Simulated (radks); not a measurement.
Pb2+, 80 electrons, occupied as [Hg].

All-electron calculation, Dirac Kohn-Sham, PBE, spin-unpolarised, spherical densities, point nucleus. Program: a radial shooting solver on a logarithmic mesh with Libxc functionals.

Energy parts (hartree):
| part | energy |
|---|---|
| total | -20927.8181 |
| kinetic | 24370.6201 |
| electron-nucleus | -52931.9517 |
| Hartree | 8023.3108 |
| exchange-correlation | -389.7973 |

Orbitals (lengths in bohr, moments of r in powers of bohr):
| orbital | occ. | eigenvalue (hartree) | <r^2> | <r> |
|---|---|---|---|---|
| 1s1/2 | 2 | -3233.884 | 0.0003571 | 0.01604 |
| 2s1/2 | 2 | -578.4022 | 0.005362 | 0.06689 |
| 2p1/2 | 2 | -555.3981 | 0.003774 | 0.05487 |
| 2p3/2 | 4 | -474.9183 | 0.004957 | 0.06380 |
| 3s1/2 | 2 | -139.2963 | 0.03475 | 0.1739 |
| 3p1/2 | 2 | -128.9338 | 0.03158 | 0.1644 |
| 3p3/2 | 4 | -110.9768 | 0.03792 | 0.1807 |
| 3d3/2 | 4 | -93.98078 | 0.02892 | 0.1570 |
| 3d5/2 | 6 | -90.16062 | 0.03064 | 0.1619 |
| 4s1/2 | 2 | -32.01355 | 0.1666 | 0.3840 |
| 4p1/2 | 2 | -27.53113 | 0.1691 | 0.3853 |
| 4p3/2 | 4 | -23.13571 | 0.2003 | 0.4198 |
| 4d3/2 | 4 | -15.84519 | 0.2083 | 0.4246 |
| 4d5/2 | 6 | -15.02506 | 0.2191 | 0.4356 |
| 5s1/2 | 2 | -5.89935 | 0.8181 | 0.8543 |
| 4f5/2 | 6 | -5.58871 | 0.2434 | 0.4508 |
| 4f7/2 | 8 | -5.40383 | 0.2503 | 0.4571 |
| 5p1/2 | 2 | -4.37177 | 0.9400 | 0.9130 |
| 5p3/2 | 4 | -3.55088 | 1.139 | 1.005 |
| 5d3/2 | 4 | -1.44807 | 1.860 | 1.267 |
| 5d5/2 | 6 | -1.35205 | 1.998 | 1.312 |
| 6s1/2 | 2 | -1.00812 | 5.321 | 2.177 |
| 6p1/2 | 0 | -0.69283 | 7.550 | 2.587 |
| 6p3/2 | 0 | -0.60984 | 9.188 | 2.857 |

The highest occupied level is 6s1/2 at -27.432 eV. The density falls to 0.001 e/bohr^3 at r = 3.68 bohr. Summed over all electrons, <r^2> = 45.85 bohr^2, which gives a Langevin (diamagnetic) susceptibility term of -36.3 x 10^-6 cm^3/mol.
